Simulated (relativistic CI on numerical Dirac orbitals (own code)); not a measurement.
One change at a time: Yb3+

Base calculation: Dirac-Coulomb-Breit CI, KLI orbitals optimised for each configuration, model QED (radiative potential, 1s self-energy scaled to tabulated hydrogen-like ionisation energies), valence Slater integrals scaled by 0.85, P86 correlation energy added to each configuration.

CI space (outside the closed core [Kr] 4d10 5s2): 4f¹³5p⁶, 4f¹²5p⁶5d, 4f¹²5p⁶6s, 4f¹³5p⁵5d, 4f¹²5p⁶6p, 4f¹⁴5p⁵, 4f¹²5p⁶5f, 4f¹²5p⁶6d, 4f¹²5p⁶7s, 4f¹³5p⁵5f, 4f¹³5p⁵5g, 4f¹²5p⁶5g, 4f¹³5p⁵6s, 4f¹²5p⁶7d, 4f¹²5p⁶6g. Double excitations out of closed p, d and f shells are left out; levels of such configurations are missing from the list, as are those of other unlisted configurations, and high levels can miss mixing partners.

Variants: (1) Slater integrals left unscaled; (2) no correlation estimate; (3) Breit term removed; (4) only the first 3 configurations. Shifts of the energy above 4f¹³5p⁶ ²F°7/2, in cm⁻¹, for the lowest level and the first level of each name with at least 55 % of one term (blank where a level changes its place among those of its configuration and J or its character, or is not in the variant):

| Level | Base | Δ(1) | Δ(2) | Δ(3) | Δ(4) | Measured |
| --- | --- | --- | --- | --- | --- | --- |
| 4f¹³5p⁶ ²F°7/2 | 0.0 | 0.0 | 0.0 | 0.0 | 0.0 | 0.0 |
| 4f¹³5p⁶ ²F°5/2 | 9907.6 | +115.8 | -7.3 | +561.1 | +187.4 | 10214.0 |
| 4f¹²5p⁶5d ⁴F9/2 | 60938.5 | -3399.4 | -4114.7 | -946.7 | -1192.9 |  |
| 4f¹²5p⁶5d ⁴G11/2 | 65236.8 | -2701.6 | -4113.0 | -897.0 | -1305.3 |  |
| 4f¹²5p⁶5d ⁴F7/2 | 66577.0 | -3011.5 | -4115.0 | -859.7 | -1109.6 |  |
| 4f¹²5p⁶5d ⁴K17/2 | 66665.5 | -2820.0 | -4113.7 | -747.5 | -1462.6 |  |
| 4f¹²5p⁶5d ⁴I15/2 | 70915.6 | -2105.3 | -4112.8 | -756.3 | -1388.2 |  |
| 4f¹²5p⁶5d ⁴F5/2 | 73384.0 | -2907.2 | -4114.9 | -553.3 | -1128.6 |  |
| 4f¹²5p⁶5d ²F7/2 | 74006.7 |  | -4114.2 | -727.7 | -1194.3 |  |
| 4f¹²5p⁶5d ⁴K15/2 | 77189.5 | -2570.9 | -4113.5 | -281.7 | -1455.2 |  |
| 4f¹²5p⁶5d ⁴I13/2 | 81163.3 | -1833.9 | -4113.4 | -305.9 | -1387.1 |  |
| 4f¹²5p⁶5d ⁴D1/2 | 83921.3 | -1144.4 | -4114.6 | -641.6 | -1291.9 |  |
| 4f¹²5p⁶5d ⁴P3/2 | 87685.2 | -646.0 | -4113.1 | -568.1 | -1337.0 |  |
| 4f¹²5p⁶5d ⁴P1/2 | 88938.6 | -241.9 | -4113.1 | -715.1 | -1324.5 |  |
| 4f¹²5p⁶5d ²P1/2 | 89504.3 | -4.7 | -4115.3 | -642.4 | -1389.1 |  |

For a near-neutral ion this model can misplace configurations by up to about 10,000 cm⁻¹ (more where the count of f electrons changes) and terms by 10 to 25 % of their spread. Rates follow the energies as ν³ (E1, M1) or ν⁵ (E2), so they and the lifetimes can be off by large factors. The fine structure of a lone outer electron comes out too small, for d and f at times inverted, and misplaced configurations move strength between like terms. 1 of the 65 excited levels that our extract of the measured tables holds in this range could be paired (the sources list more); they are missed by 306 cm⁻¹ on average and 306 at most, and levels without a partner can miss by more.

Measured levels: Martin, Zalubas and Hagan, Atomic Energy Levels: The Rare-Earth Elements, NSRDS-NBS 60 (1978).

Ionisation energy from the two ground configurations alone: base 41.2 eV; Slater integrals left unscaled 40.93 eV; no correlation estimate 39.63 eV; Breit term removed 41.07 eV. The NIST ASD value (semi-empirical) is 43.61 eV. The gap of more than 2 % comes from missing correlation, or from a tabulated value that is itself an estimate.

LS names give the leading component of a level, which can be under half, so a name can repeat, a term be missing and a line seem to break the LS rules.
